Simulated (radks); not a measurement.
Isoelectronic series with 28 electrons, all held in the configuration [Ar] 3d8 4s2, which need not be the ground one along the series. Method: scalar-relativistic Kohn-Sham, PBE, spin-polarised, spherical densities, point nucleus; open shells are filled with parallel spins first (spin-orbit coupling, left out, can overturn this in heavy ions); computed with a radial shooting solver on a logarithmic mesh with Libxc functionals. Total energies (hartree) and mean radii <r> (bohr):

Ni: E (hartree) -1520.57349; 4s down 2.849; 4s up 2.773; 3d down 1.034
Zn2+: E (hartree) -1794.08868; 4s down 2.056; 4s up 2.033; 3d down 0.7982
Ge4+: E (hartree) -2092.66937; 4s down 1.672; 4s up 1.659; 3d down 0.6696
Se6+: E (hartree) -2416.33089; 4s down 1.426; 4s up 1.418; 3d down 0.5825
Kr8+: E (hartree) -2765.18327; 4s down 1.250; 4s up 1.244; 3d down 0.5178
Sr10+: E (hartree) -3139.38349; 4s down 1.116; 4s up 1.112; 3d down 0.4672
Zr12+: E (hartree) -3539.12008; 4s down 1.010; 4s up 1.007; 3d down 0.4262
Mo14+: E (hartree) -3964.60696; 4s down 0.9230; 4s up 0.9204; 3d down 0.3922
